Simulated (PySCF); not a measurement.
C2H9BGeO.
Bonds: C1–C2, C2–O3, O3–B4, B4–Ge5. Hydrogens: H6, H7, H8 on C1; H9, H10 on C2; H11 on B4; H12, H13, H14 on Ge5.

A GFN2-xTB structure was refined with PBE0-D3(BJ)/def2-SVP geometry optimisation, gas phase in PySCF. Its GFN2-xTB values:

```csv
coordinate,GFN2-xTB
C1–C2,1.501 Å
C1–H6,1.112 Å
C2–O3,1.402 Å
C2–H9,1.098 Å
O3–B4,1.359 Å
B4–Ge5,1.989 Å
B4–H11,1.192 Å
Ge5–H12,1.494 Å
C1–C2–O3,109.0°
C2–O3–B4,126.9°
O3–B4–Ge5,114.1°
C1–C2–O3–B4,106°
```

Problem. How do these coordinates change at the PBE0-D3(BJ)/def2-SVP level?

Solution. 
| coordinate | PBE0-D3(BJ)/def2-SVP (Å or °) | change |
| --- | --- | --- |
| B4–Ge5 | 2.071 | +0.082 |
| Ge5–H12 | 1.546 | +0.052 |
| B4–H11 | 1.219 | +0.027 |
| O3–B4 | 1.338 | -0.021 |
| C2–O3 | 1.419 | +0.017 |
| C1–H6 | 1.101 | -0.011 |
| C1–C2 | 1.510 | +0.009 |
| C2–H9 | 1.102 | +0.004 |
| O3–B4–Ge5 | 118.7 | +4.6 |
| C2–O3–B4 | 123.2 | -3.7 |
| C1–C2–O3 | 110.3 | +1.3 |
| C1–C2–O3–B4 | 114 | +8 |

The energy falls by 5.6 kcal/mol over 6 energy and gradient evaluations, the largest force component goes from 0.0319 to 3.6e-04 Eh/bohr, and the atoms move by 0.134 Å rms after alignment. The bond that changes most is B4–Ge5 (ends: three-coordinate boron; germanium bonded to B and 3 H), which lengthens by 0.082 Å. Bonds longer at the end by more than 0.005 Å: 8 of 13; shorter: 2. Rotational constants go from 12953, 1005, 984.3 to 13362, 940.2, 920.5 MHz.

The run used 133 basis functions and 40 SCF cycles in all. Time: 34 s; peak memory 0.55 GiB. Hardware: an Arm Neoverse V2 with one thread, no GPU, on a shared host.

No frequency check. The numbers are those of one conformer.

Conformer computed: `[CH3:1][CH2:2][O:3][BH:4][GeH3:5]`: C1–C2–O3–B4 114°, C2–O3–B4–Ge5 -178°.
